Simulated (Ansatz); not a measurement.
C3H5AlO. The species carries charge 0 and has multiplicity 1. Geometry: relaxed with PBE0-D4/def2-TZVP.

```xyz
10

C    -0.030    0.515    1.468
C     0.031   -0.001    0.078
C    -0.724    0.302   -1.010
Al    0.411   -0.966   -1.814
O     1.015   -0.944   -0.148
H    -0.196   -0.316    2.159
H    -0.821    1.253    1.586
H     0.933    0.961    1.734
H    -1.532    1.015   -1.009
H     0.913   -1.817   -3.043
```

Task: What is the dipole moment at B3LYP/def2-TZVPP? (Estimate.)

Result: Computed: 0.72 D, with components (-0.49, 0.29, -0.44) D in this frame, pointing from negative to positive charge.

Task: And with PBE, r2SCAN, ωB97M-V? (Best estimate.)

Result: The calculation gave: PBE 0.58 D, r2SCAN 0.58 D, ωB97M-V 0.73 D.

Task: Give the Mulliken charges with B3LYP, ωB97M-V, r2SCAN in def2-TZVPP. (Best estimate.)

Result: Computed: 
```
atom  B3LYP  ωB97M-V  r2SCAN
  C1  -0.23    -0.28   -0.14
  C2   0.33     0.33    0.42
  C3  -0.41    -0.44   -0.52
 Al4   0.48     0.47    0.56
  O5  -0.45    -0.45   -0.48
  H6   0.10     0.11    0.06
  H7   0.09     0.10    0.05
  H8   0.10     0.11    0.06
  H9   0.09     0.09    0.06
 H10  -0.08    -0.05   -0.09
```

B3LYP here is the variant with VWN-RPA as its local correlation; programs differ in this.
